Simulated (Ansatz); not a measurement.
Species: H4O4Sn, SMILES `[OH][Sn]([OH])([OH])[OH]` (charge 0, multiplicity 1).

**Question.** Give a relaxed geometry from PBE-D3(BJ)/def2-TZVP in Ansatz (a program for electronic structure).

**Answer.** One answer among several that fit: the end point of this relaxation, one of several conformers (outside a Z-matrix the atoms follow the SMILES, hydrogens last).
Bond lengths (Å): O1–Sn2 1.975, O1–H6 0.974, Sn2–O3 1.975, Sn2–O4 1.975, Sn2–O5 1.975, O3–H7 0.974, O4–H8 0.974, O5–H9 0.974. Bond angles (°): Sn2–O1–H6 109.5, O1–Sn2–O3 105.8, O1–Sn2–O4 105.8, O1–Sn2–O5 117.1, O3–Sn2–O4 117.1, O3–Sn2–O5 105.8, O4–Sn2–O5 105.8, Sn2–O3–H7 109.5, Sn2–O4–H8 109.5, Sn2–O5–H9 109.5.
